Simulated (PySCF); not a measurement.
## GeH: one state, many levels of theory

State: ²Π (doublet), unpaired electrons π ↑. Set-up: basis Ge def2-SVPD, H def2-SVPD; no relativity; PySCF 2.14. De refers to Ge + H in their high-spin ground configurations, without counterpoise correction. The functionals are run spin-unrestricted. A positive dipole means Ge(−)H(+).

```json
{"Level": "UHF", "Re (Å)": "1.587", "ωe (cm⁻¹)": "2009", "De (eV)": "1.98", "μ (D)": "0.07"}
{"Level": "UHF-MP2", "Re (Å)": "1.582", "ωe (cm⁻¹)": "1988", "De (eV)": "2.60", "μ (D)": "n/a"}
{"Level": "UHF-SCS-MP2", "Re (Å)": "1.587", "ωe (cm⁻¹)": "1968", "De (eV)": "2.70", "μ (D)": "n/a"}
{"Level": "UHF-CCSD", "Re (Å)": "1.593", "ωe (cm⁻¹)": "1925", "De (eV)": "2.75", "μ (D)": "n/a"}
{"Level": "UHF-CCSD(T)", "Re (Å)": "1.594", "ωe (cm⁻¹)": "1913", "De (eV)": "2.78", "μ (D)": "n/a"}
{"Level": "LDA", "Re (Å)": "1.612", "ωe (cm⁻¹)": "1854", "De (eV)": "3.33", "μ (D)": "-0.14"}
{"Level": "PBE", "Re (Å)": "1.620", "ωe (cm⁻¹)": "1832", "De (eV)": "2.91", "μ (D)": "-0.21"}
{"Level": "PBEsol", "Re (Å)": "1.616", "ωe (cm⁻¹)": "1844", "De (eV)": "3.03", "μ (D)": "-0.16"}
{"Level": "r²SCAN", "Re (Å)": "1.599", "ωe (cm⁻¹)": "1908", "De (eV)": "2.94", "μ (D)": "-0.09"}
{"Level": "B3LYP", "Re (Å)": "1.609", "ωe (cm⁻¹)": "1874", "De (eV)": "3.00", "μ (D)": "-0.22"}
{"Level": "PBE0", "Re (Å)": "1.603", "ωe (cm⁻¹)": "1911", "De (eV)": "2.87", "μ (D)": "-0.11"}
{"Level": "ωB97X", "Re (Å)": "1.596", "ωe (cm⁻¹)": "1948", "De (eV)": "3.04", "μ (D)": "-0.07"}
```

Q: Which functional lies closest to UHF-CCSD(T) in De, which farthest, and by how much do they differ from it?

A: Closest is PBE0 (+0.9 pm in Re, -0.1 % in ωe, +0.09 eV in De against UHF-CCSD(T) in the same basis), farthest LDA (+1.8 pm in Re, -3.1 % in ωe, +0.55 eV in De). CCSD(T) converges more slowly with the basis than the functionals do and binds too weakly in this one, so the order can change at the basis-set limit.

Q: What does a quarter of exact exchange do here, going from PBE to PBE0?

A: PBE0 less PBE: -1.7 pm in Re, +4.3 % in ωe, -0.04 eV in De. Exact exchange removes part of the self-interaction that spreads semilocal densities, and in most molecules shortens and stiffens the bond and lowers De; so it does here.

Q: What does the step from GGA to meta-GGA do here, going from PBE to r²SCAN?

A: r²SCAN less PBE: -2.1 pm in Re, +4.1 % in ωe, +0.03 eV in De. 

Correlated steps freeze 9 core orbitals. Correlated levels converge slowly with the basis: in double zeta they bind strong bonds too weakly, by up to about 1 eV, and carry superposition errors of some tenths. Spin–orbit coupling is left out. Counting both spins, an empty level lies below a filled one in some of these solutions, because spin and occupation are held. The state is the lowest determinant that a PBE0 search found; another state may lie lower at other levels.

The whole job (state search and all levels along the bond) took about 1.3 min on 1 thread of Arm Neoverse V2 (shared host), peak memory 0.52 GiB.
